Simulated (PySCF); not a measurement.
Calculation: TPSSh-D3(BJ)/def2-TZVP // TPSS-D3(BJ)/def2-SVP (PySCF). Isolated molecules, 0 K electronic values unless said otherwise. 

Reference species: [Ni(Cl)4]- (excited doublet) (charge -1, multiplicity 2).

```yaml
highest_occupied_spin_orbital: -2.97 eV
mean_distance_from_the_central_atom_to_its_bonded_neighbours: 2.185 Å
charge on the central atom (Mulliken): 0.52 e
```

Changed species: [Ti(Cl)4]- (M = Ti, multiplicity 2; the reference has M = Ni, multiplicity 2).

Task: Predict the effect on the highest occupied spin orbital, mean distance from the central atom to its bonded neighbours and charge on the central atom (Mulliken).

Result: the highest occupied spin orbital goes up by 2.33 eV, to -0.64 eV; the mean distance from the central atom to its bonded neighbours rises by 0.102 Å, to 2.287 Å; the charge on the central atom (Mulliken) increases by 0.51 e, to 1.03 e.
